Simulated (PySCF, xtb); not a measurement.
H₄P, SMILES [PH4+], charge +1.

xtb with GFN2-xTB at its own geometry gives an orbital gap of 8.49 eV.

The structure is a stationary point at B3LYP-D3(BJ)/def2-TZVPD. The isomer is the one that the SMILES or the coordinates give; other isomers of the formula were not compared.

### Question
What does HF/def2-TZVPD in PySCF give? (The exact figures need the calculation; the answer reports its results.)

### Answer
gap 19.65 eV (levels -22.77 and -3.12 eV).
